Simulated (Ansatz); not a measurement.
Consider the redistribution: `[F][Al]([SH])[O][SiH3]` + `BCOCO` → `BC[O][Al]([F])[SH]` + `OCO[SiH3]`.

Isolated molecules relaxed with PBE0-D4/def2-TZVP in Ansatz; ΔE leaves out vibrations. CBS: MP2 limit from def2 TZ/QZ plus the TZ coupled-cluster correction, frozen cores. DFT in def2-TZVPP. Each species was taken in one conformer, which may not be the lowest.

```
        level  ΔE (kJ/mol)
      PBE0-D4         49.1
       r2SCAN         50.6
HF/def2-QZVPP         56.7
MP2/CBS(def2)         54.4
```

**Question.** What does CCSD(T)/CBS give? (Estimate.)

**Answer.** Ansatz gave: +53.6 kJ/mol. The listed levels differ from it by -4.5, -3.0, 3.1, 0.8 kJ/mol.

Largest T1 diagnostic among the species: 0.012.

From PBE to PBE0 (25 % exact exchange), in def2-TZVPP and without D4, ΔE moves by +3.1 kJ/mol.
